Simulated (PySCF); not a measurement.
# Löwdin shares of the frontier orbitals

Species: C5H6N2.
Z-matrix (Å and degrees, GFN2-xTB geometry), rows numbered from 1:
```
N 
C   1  1.2645
C   2  1.4403  1  128.72
C   3  1.3865  2  131.09  1    -2.32
C   4  1.3995  3  107.58  2  -179.82
C   5  1.3746  4  107.24  3    -0.07
N   6  1.3506  5  108.36  4     0.14
H   1  1.0192  2  114.11  3    -0.16
H   2  1.0898  1  115.76  3  -179.99
H   4  1.0724  3  126.25  2    -0.08
H   5  1.0719  4  126.44  3   179.86
H   6  1.0727  5  129.94  4  -179.81
H   7  1.0070  3  124.44  2    -0.37
```

Method: TDDFT B3LYP/def2-SVPD, vertical, gas phase, core orbitals frozen in the response in PySCF 2.14.0, density-fitted response routines.

Kohn–Sham orbitals with the atoms that hold most of them (Löwdin shares over 4%, at most four atoms; ? is withheld):

```csv
orbital,ε (eV),atoms
LUMO+2,0.86,"C5 27%, C6 23%, N7 11%, C4 9%"
LUMO+1,0.21,"H13 34%, C6 16%, N7 12%, H12 10%"
LUMO,-1.19,?
HOMO,-6.23,?
HOMO-1,-7.21,"N1 64%, C2 15%, H8 9%, C3 5%"
HOMO-2,-7.42,"C5 28%, C4 27%, N7 26%, C6 7%"
HOMO-3,-9.36,"N1 36%, C2 33%, C3 9%, N7 6%"
```

**Question.** Which atoms hold the HOMO, and with what shares?

**Answer.** C6 (bonded to C, N and H) 23%; C3 (bonded to 2 C and N) 22%; N1 (bonded to C and H) 15%; C4 (bonded to 2 C and H) 12%. By element: carbon 56% or more, nitrogen 15% or more.

**Question.** Give the leading atoms of the LUMO.

**Answer.** N1 (bonded to C and H) 25%; C2 (bonded to C, N and H) 23%; C4 (bonded to 2 C and H) 11%; C3 (bonded to 2 C and N) 10%. By element: carbon 44% or more, nitrogen 25% or more.

**Question.** The HOMO–LUMO gap is 5.04 eV. Where does the response calculation put the lowest singlet, and from which orbitals?

**Answer.** S1 is at 4.66 eV (f = 0.0033), 0.37 eV below the gap, made of HOMO-1→LUMO (98%). Its leading pair isn't HOMO and LUMO; the energies of that pair differ by 6.01 eV. 

**Question.** Give energy, strength and leading configuration of S1, S2, S3, S4 and S8, and follow the Löwdin shares of the leading atoms from the occupied to the empty orbital.

**Answer.** 
- S1 (4.66 eV, f 0.0033), HOMO-1→LUMO (98%): N1 64% → 25%, C2 15% → 23%
- S2 (4.89 eV, f 0.374), HOMO→LUMO (95%): C6 23% → at most 10%, C3 22% → 10%, N1 15% → 25%, C2 at most 12% → 23%
- S3 (5.54 eV, f 0.0021), HOMO→LUMO+1 (100%): C6 23% → 16%, C3 22% → at most 10%, H13 at most 12% → 34%
- S4 (5.56 eV, f 0.013), HOMO-2→LUMO (90%): C5 28% → at most 10%, C4 27% → 11%, N1 at most 7% → 25%, C2 at most 7% → 23%
- S8 (6.69 eV, f 0.010), HOMO-2→LUMO+1 (78%): C5 28% → at most 10%, C4 27% → at most 10%, H13 at most 7% → 34%, C6 7% → 16%

Löwdin shares depend on the basis, the more so with diffuse functions.

One conformer stands for the species.
